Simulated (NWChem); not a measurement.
System: C₄H₅N; SMILES C#C/C=N/C

NWChem input:

```
start job
memory heap 200 mb stack 900 mb global 1100 mb
geometry units angstroms noautosym nocenter noautoz
  C     -0.171840     2.609585     0.000000
  C      0.057388     1.418703     0.000000
  C      0.402667     0.028008     0.000000
  N     -0.473133    -0.891580     0.000000
  C     -0.022024    -2.249939     0.000000
  H     -0.394641     3.660988     0.000000
  H      1.491101    -0.192372     0.000000
  H     -0.434598    -2.770199    -0.880330
  H      1.080477    -2.366953     0.000000
  H     -0.434598    -2.770199     0.880330
end
basis spherical
  * library pcsseg-1
end
dft
  xc xpbe96 cpbe96
  iterations 150
end
property
  shielding 9 1 2 3 4 5 6 7 8 9
end
task dft property
```

Geometry: optimised at PBE0/def2-SVP.

GIAO values for the isolated, static molecule; σ is the absolute isotropic shielding, δ = σ(reference) − σ with the isolated reference molecule computed at the same levels (13C: tetramethylsilane, 1H: tetramethylsilane, 15N: ammonia).

Atoms are numbered as in the input.

Give the results of this calculation. (PBE/pcSseg-1, GIAO.) Quantities: δ C1 (ppm); δ C2 (ppm); δ N4 (ppm); δ C5 (ppm); δ H6 (ppm); δ H7 (ppm); δ H8 (rotor mean) (ppm).


```yaml
"δ C1 (ppm)": 84.4
"δ C2 (ppm)": 85.9
"δ N4 (ppm)": 419.4
"δ C5 (ppm)": 54.3
"δ H6 (ppm)": 2.87
"δ H7 (ppm)": 7.44
"δ H8 (rotor mean) (ppm)": 3.63
```
